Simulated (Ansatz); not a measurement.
Consider the redistribution: `N[SiH](Cl)O[SiH3]` + `NB1C=N1` → `N[SiH2]O[SiH](N)Cl` + `B1C=N1`.

Isolated molecules relaxed with PBE0-D4/def2-TZVP in Ansatz; ΔE leaves out vibrations. CCSD(T)/CBS is the MP2 limit (def2-TZVPP, def2-QZVPP) plus CCSD(T) − MP2 in def2-TZVPP, frozen cores. This one scheme is used for every species. DFT in def2-TZVPP. B3LYP here is the variant with VWN-RPA as its local correlation; programs differ in this. Each species was taken in one conformer, which may not be the lowest.

`N[SiH](Cl)O[SiH3]`:

```xyz
11

N     0.031   -1.662    1.519
Si    0.303   -0.064    1.034
Cl   -1.199    1.263    1.561
O     0.396   -0.028   -0.583
Si   -0.043    0.859   -1.894
H    -0.679   -2.222    1.075
H     0.162   -1.925    2.483
H     1.526    0.436    1.688
H     0.682    0.306   -3.063
H    -1.506    0.751   -2.117
H     0.326    2.285   -1.704
```

`NB1C=N1`:

Cartesian coordinates in Å:
```
N 0.413 -1.261 -0.141
B 0.067 0.073 -0.019
C -0.690 1.287 0.223
N 0.546 1.432 -0.138
H 1.334 -1.554 -0.417
H -0.227 -2.013 0.036
H -1.442 2.036 0.456
```

`N[SiH2]O[SiH](N)Cl`:

Z-matrix (Å, degrees):
```
Si
O 1 1.645
N 1 1.711 2 111.8
H 1 1.481 2 107.3 3 121.1
H 1 1.481 2 107.1 3 -118.2
Si 2 1.621 1 135.5 3 -23.2
H 3 1.006 1 121.9 2 93.8
H 3 1.005 1 121.5 2 -111.4
N 6 1.697 2 109.9 1 65.3
Cl 6 2.077 2 106.5 1 -57.7
H 6 1.473 2 111.2 1 -172.8
H 9 1.009 6 117.7 2 -50.1
H 9 1.008 6 119.9 2 168.4
```

`B1C=N1`:

```xyz
5

B    -0.321    0.261    0.614
C     0.458   -0.111   -0.538
N    -0.674   -0.729   -0.358
H    -0.664    0.800    1.605
H     1.201   -0.221   -1.322
```

```csv
level,ΔE (kJ/mol)
ωB97X-V,23.0
PBE,37.1
r2SCAN,27.7
B3LYP,33.5
SCS-MP2/def2-TZVPP,23.3
CCSD/def2-TZVPP,24.7
MP2/def2-QZVPP,19.9
MP2/CBS(def2),18.7
```

(1) What does CCSD(T)/CBS give? (Best estimate.)

Largest T1 diagnostic among the species: 0.012.

## Answers

(1) Computed: +20.9 kJ/mol. The listed levels differ from it by 2.1, 16.2, 6.8, 12.6, 2.4, 3.8, -1.0, -2.2 kJ/mol.

From PBE to PBE0 (25 % exact exchange), in def2-TZVPP and without D4, ΔE moves by −4.2 kJ/mol. The D4 term adds −6.4 kJ/mol with B3LYP and −3.7 kJ/mol with PBE0; it sums over pairs of atoms, weighted by their polarisabilities, and B3LYP, whose exchange is more repulsive, gets the larger term.
